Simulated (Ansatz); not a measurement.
H3NSSi, SMILES `N[Si]S` (lower singlet) (charge 0, multiplicity 1). This singlet lies 2.24 eV below the relaxed triplet at the level frozen-core CCSD(T)/cc-pVTZ // PBE0-D3(BJ)/def2-TZVP (Ansatz, a program for electronic structure).

Z-matrix (Å, degrees):
```
Si
N 1 1.7081
H 2 1.0078 1 120.02
H 2 1.0091 3 112.19 1 179.95
S 1 2.1605 2 97.17 3 -179.98
H 5 1.3415 1 93.67 2 -179.92
```
Charge 0, spin multiplicity 1.

Frozen-core energies in cc-pVDZ from Ansatz at a geometry from PBE0-D3(BJ)/def2-TZVP; the HF reference has <S^2> = 0.00 and the T1 diagnostic is 0.015.

| level | energy (Ha) |
|---|---|
| HF | -742.69646 |
| MP2 | -743.08443 |
| CCSD | -743.12223 |
| CCSD(T) | -743.13508 |

**Question.** Estimate the energies of CCSDT and CCSDT(Q), and give each level's difference from CCSDT(Q).

**Answer.** 
```json
[
 {"level": "MP2", "energy (Ha)": "-743.08443", "difference from CCSDT(Q) (mHa)": "52.86"},
 {"level": "CCSD", "energy (Ha)": "-743.12223", "difference from CCSDT(Q) (mHa)": "15.06"},
 {"level": "CCSD(T)", "energy (Ha)": "-743.13508", "difference from CCSDT(Q) (mHa)": "2.21"},
 {"level": "CCSDT", "energy (Ha)": "-743.13612", "difference from CCSDT(Q) (mHa)": "1.18"},
 {"level": "CCSDT(Q)", "energy (Ha)": "-743.13729", "difference from CCSDT(Q) (mHa)": "0.00"}
]
```
